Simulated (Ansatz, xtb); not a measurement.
Gas-phase reaction in SMILES: O=Cc1cscn1 + 5 C (CH4) + N (NH3) + S (H2S) -> C=C (C2H4) [ethene] + C=N (CH3N) + C=O (CH2O) [formaldehyde] + CC (C2H6) [ethane] + CN (CH5N) [methanamine] + 2 CS (CH4S)
Geometries: B3LYP-D3(BJ)/def2-TZVP minima from Ansatz (a first-principles code), one conformer each, not searched for the lowest. Unstable Hartree-Fock reference: O=Cc1cscn1.

Property: bond separation energy (electronic energy difference), in kJ/mol. Correlated levels leave the core frozen unless marked. Spin-orbit coupling is left out. Non-relativistic. Basis-set limits of correlation are two-point, X^-3; Hartree-Fock from the larger set. [CCSD(T)-MP2]/basis is that difference in the basis named.

```json
[
 {"level": "GFN1-xTB", "program": "xtb", "bond separation energy (kJ/mol)": "320.7"},
 {"level": "RI-HF/cc-pV(Q+d)Z", "program": "Ansatz", "bond separation energy (kJ/mol)": "205.8"}
]
```

### Question
Estimate the value at RI-MP2/CBS(cc-pV(T+d)Z,cc-pV(Q+d)Z)+[CCSD(T)-MP2]/cc-pV(T+d)Z as computed with Ansatz.

### Answer
263.8 kJ/mol
